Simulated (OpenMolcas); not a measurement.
V2+ (d3) on a cation site of an ionic host was computed by CASSCF with the d shell active (OpenMolcas, ANO-RCC-VDZP on the metal). Its lowest spin-free states, and all those of the highest spin:

| 2S+1 | Degeneracy | E (cm-1) |
| --- | --- | --- |
| 4 | 1 | 0.0 |
| 4 | 3 | 5877 |
| 4 | 3 | 10122 |
| 2 | 2 | 15881 |
| 2 | 3 | 16617 |
| 2 | 1 | 19654 |
| 2 | 3 | 20383 |
| 4 | 3 | 21389 |
| 2 | 3 | 22560 |
| 2 | 3 | 23158 |
| 2 | 2 | 24871 |
| 2 | 3 | 26930 |

Problem. Is the site octahedral, tetrahedral or cube-like, axial, or of lower symmetry?

Solution. The states with 2S+1 = 4 have orbital degeneracies 1, 3, 3, 3. Threefold states need a cubic site. For d3 at this spin an octahedron puts the single A2 below the threefold T2 and a tetrahedron or cube puts the threefold T1 below the threefold T2, so the site is octahedral. The first gap at this spin, 5880 cm-1, is |10Dq| in ligand-field theory. The run had V2+ with its 6 nearest chloride ions at 2.645 Å, on the Na site of NaCl (a = 5.64056 Å, distance in the model lattice 2.820 Å). The rest of the host is ab initio model potentials to 7.6 Å, with orthogonalisation functions on the cations behind the ligands, and point charges beyond; the distance is set by hand and nothing relaxes, and no local charge compensation is placed. Ligand basis ANO-RCC-VDZP.

Without dynamic correlation the repulsion within the d shell is too large (B by tens of per cent), so at a given field states of lower spin stand too high. Ligand-to-metal charge-transfer states are missing. With no ligand orbital active B as a rule stays too high, so bands that hang on it stand too high and its fall with covalency is understated. With metal d orbitals alone and no dynamic correlation the field as a rule comes out too small, by tens of per cent, by up to half for chloride and softer ligands. No measured value stands beside these numbers; the geometry was set by hand and not optimised.
